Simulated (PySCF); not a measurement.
# [GaH4]-: breathing scan

All numbers come from PBE0 in PySCF with Ga def2-TZVPD, H def2-TZVPD; no relativity; density-fitted integrals.

Rigid scan from the singlet minimum (Ga–H 1.625 Å (×4); H–Ga–H 109.5° (×6)). Coordinate: all bonds to the central atom scaled together. Energies in kJ/mol from the minimum.

Q: Predict the curve at 0.88, 0.92, 0.96, 1.00, 1.04, 1.08, 1.14, 1.22, 1.35.

A: 
```json
{"scale of all bonds to the centre": "0.88", "E (kJ/mol)": "111.8"}
{"scale of all bonds to the centre": "0.92", "E (kJ/mol)": "45.2"}
{"scale of all bonds to the centre": "0.96", "E (kJ/mol)": "10.3"}
{"scale of all bonds to the centre": "1.00", "E (kJ/mol)": "0.0"}
{"scale of all bonds to the centre": "1.04", "E (kJ/mol)": "8.7"}
{"scale of all bonds to the centre": "1.08", "E (kJ/mol)": "31.8"}
{"scale of all bonds to the centre": "1.14", "E (kJ/mol)": "86.1"}
{"scale of all bonds to the centre": "1.22", "E (kJ/mol)": "181.4"}
{"scale of all bonds to the centre": "1.35", "E (kJ/mol)": "359.0"}
```

At long bonds a restricted determinant can lie too high, and another spin state can fall below this curve.

Other isomers or separated fragments may lie lower.

The scan took 9.4 s on 2 threads of a shared Arm Neoverse V1 host; the process peaked at 1.2 GiB.
